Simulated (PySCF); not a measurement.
methylcycloheptane (CC1CCCCCC1, C₈H₁₆)

Molfile (atoms numbered from 1):
```
C8H16
     RDKit          3D

 24 24  0  0  0  0  0  0  0  0999 V2000
   -2.4196    0.4525    0.6618 C   0  0  0  0  0  0  0  0  0  0  0  0
   -1.2678    0.1237   -0.2828 C   0  0  0  0  0  0  0  0  0  0  0  0
   -0.6400   -1.2181    0.1162 C   0  0  0  0  0  0  0  0  0  0  0  0
    0.7296   -1.5450   -0.4795 C   0  0  0  0  0  0  0  0  0  0  0  0
    1.9000   -0.9898    0.3310 C   0  0  0  0  0  0  0  0  0  0  0  0
    2.0671    0.5257    0.3208 C   0  0  0  0  0  0  0  0  0  0  0  0
    0.8275    1.3413    0.6853 C   0  0  0  0  0  0  0  0  0  0  0  0
   -0.2705    1.2897   -0.3793 C   0  0  0  0  0  0  0  0  0  0  0  0
   -2.0467    0.6682    1.6772 H   0  0  0  0  0  0  0  0  0  0  0  0
   -3.1250   -0.3896    0.7439 H   0  0  0  0  0  0  0  0  0  0  0  0
   -2.9846    1.3335    0.3201 H   0  0  0  0  0  0  0  0  0  0  0  0
   -1.6953   -0.0028   -1.2939 H   0  0  0  0  0  0  0  0  0  0  0  0
   -1.3595   -2.0120   -0.1442 H   0  0  0  0  0  0  0  0  0  0  0  0
   -0.5536   -1.2598    1.2174 H   0  0  0  0  0  0  0  0  0  0  0  0
    0.8405   -2.6405   -0.5267 H   0  0  0  0  0  0  0  0  0  0  0  0
    0.7871   -1.1963   -1.5263 H   0  0  0  0  0  0  0  0  0  0  0  0
    2.8387   -1.4450   -0.0275 H   0  0  0  0  0  0  0  0  0  0  0  0
    1.7822   -1.3325    1.3753 H   0  0  0  0  0  0  0  0  0  0  0  0
    2.4001    0.8449   -0.6837 H   0  0  0  0  0  0  0  0  0  0  0  0
    2.8912    0.7888    1.0053 H   0  0  0  0  0  0  0  0  0  0  0  0
    1.1380    2.3896    0.8236 H   0  0  0  0  0  0  0  0  0  0  0  0
    0.4331    1.0200    1.6660 H   0  0  0  0  0  0  0  0  0  0  0  0
   -0.8492    2.2281   -0.3615 H   0  0  0  0  0  0  0  0  0  0  0  0
    0.2183    1.2716   -1.3683 H   0  0  0  0  0  0  0  0  0  0  0  0
  1  2  1  0
  2  3  1  0
  3  4  1  0
  4  5  1  0
  5  6  1  0
  6  7  1  0
  7  8  1  0
  8  2  1  0
  1  9  1  0
  1 10  1  0
  1 11  1  0
  2 12  1  0
  3 13  1  0
  3 14  1  0
  4 15  1  0
  4 16  1  0
  5 17  1  0
  5 18  1  0
  6 19  1  0
  6 20  1  0
  7 21  1  0
  7 22  1  0
  8 23  1  0
  8 24  1  0
M  END
```

Computed with quadratic response CAM-B3LYP/aug-cc-pVDZ first hyperpolarisability, Taylor convention, gas phase (PySCF). Geometry: PBE0-D3(BJ)/def2-SVP.

Give the tensor of the static β(0;0,0) in the axes of these coordinates.

In au, Taylor convention; rows are the first index (the induced dipole):
```tsv
	xx	yy	zz	xy	xz	yz
x	+7.3	+18.5	-2.1	+2.5	-14.9	-9.6
y	+2.5	-7.7	-3.5	+18.5	-9.6	-0.5
z	-14.9	-0.5	-6.5	-9.6	-2.1	-3.5
```
Norm of βᵢ = ⅓ Σⱼ (βᵢⱼⱼ + βⱼᵢⱼ + βⱼⱼᵢ): 33.3 au, hyper-Rayleigh value 17.9 au.
